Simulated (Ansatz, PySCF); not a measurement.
System: C3H10GeN (charge 0, doublet). SMILES: C(C)[N](C)[GeH2]
Structure (B3LYP-D3(BJ)/def2-TZVP (Ansatz, a quantum-chemistry and plane-wave program) minimum search):
```
N
C 1 1.4513
H 2 1.0891 1 110.59
H 2 1.0960 3 108.01 1 -120.18
H 2 1.0986 3 108.46 4 -116.14
C 1 1.4547 2 112.06 3 179.51
H 6 1.0980 1 107.32 2 54.93
H 6 1.1012 7 105.78 1 117.51
C 6 1.5186 7 109.15 8 117.71
H 9 1.0904 6 111.18 7 64.11
H 9 1.0909 10 108.39 6 120.51
H 9 1.0914 10 108.17 11 116.48
Ge 1 1.8691 2 118.03 3 26.03
H 13 1.5583 1 106.08 2 -153.52
H 13 1.5601 14 107.80 10 -125.72
```
Charge 0, spin multiplicity 2.

Property: size of the dipole moment, in D. Terms: 6-31G* and kin with 6d, 5d where marked; open shells spin-unrestricted; LANL2DZ with its own core potentials from Na on; non-relativistic; spin-orbit terms left out; dispersion terms only where a functional's name holds one. First-principles rows: single points at B3LYP-D3(BJ) geometries (Ansatz).

| level | program | size of the dipole moment (D) |
|---|---|---|
| SVWN5/6-31G* | Ansatz | 2.04 |
| PBE/3-21G | Ansatz | 2.13 |
| BP86/6-31G* with LANL2DZ past Ar (5d) | PySCF | 1.94 |
| B3LYP/LANL2DZ | Ansatz | 1.82 |
| B3LYP/6-31G* | Ansatz | 1.77 |
| B3LYP/6-31G* with LANL2DZ past Ar | Ansatz | 1.75 |

No value to compare with is used here. The 6 habitual levels span 1.75 (B3LYP/6-31G* with LANL2DZ past Ar) to 2.13 D (PBE/3-21G).

The levels are drawn from those run, B3LYP/6-31G* more often than the rest, none by its result; left out are runs that failed, that the program found above a lower state of the same kind, or whose <S^2> lies over 0.5 above the pure value.
